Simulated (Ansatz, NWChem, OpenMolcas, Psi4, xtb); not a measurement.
**Loss of HBr: BH2Br → BH + HBr**

Species: BH2Br `BBr`, singlet; BH, singlet; HBr (hydrogen bromide), singlet. 

Shapes, held fixed at every level: PBE0-D4/def2-TZVP; BH at the measured bond length. Programs: Ansatz 0.2.0, NWChem 7.3.0, OpenMolcas 26.06, Psi4 1.11, xtb 6.7.1, xtb 6.7.1 later snapshot. A level may come from different programs for different species; with the same settings they agree closely. Electronic energies: no zero-point or thermal term.

| level | kind | ΔE (kJ/mol) |
| --- | --- | --- |
| GFN2-xTB | semi-empirical | +559.1 |
| HF/STO-3G | Hartree–Fock | +615.2 |
| HF/3-21G | Hartree–Fock | +422.8 |
| HF/def2-SVP | Hartree–Fock | +422.9 |
| B3LYP/6-31G* (spherical functions) | global hybrid | +471.9 |
| PBE0/def2-SVP | global hybrid | +479.5 |

PBE0/def2-SVP gives ΔE = +479.5 kJ/mol; the levels span +422.8 to +615.2. GFN2-xTB strays far from the other rows. The median of the levels is +475.7. No measured value is set beside it here. Relativity is left out for Br. Rows in sets without polarisation functions are far from converged.
